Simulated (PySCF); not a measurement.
ClZn, neutral, multiplicity 2. Atoms are numbered in the order given.

```xyz
2

Zn     0.0000     0.0000    -0.7867
Cl     0.0000     0.0000     1.3883
```
Charge 0, spin multiplicity 2.

Coordinates come from a PBE-D3(BJ)/def2-TZVP optimisation. The spin state was assumed, not searched.

Level of theory: PBE-D3(BJ)/def2-TZVP (PySCF).

Frequencies are harmonic and unscaled.

```tsv
mode	ν (cm⁻¹)	IR (km/mol)	moving atoms (share of kinetic energy)
1	351	34.7	Cl 65 %, Zn 35 %
```
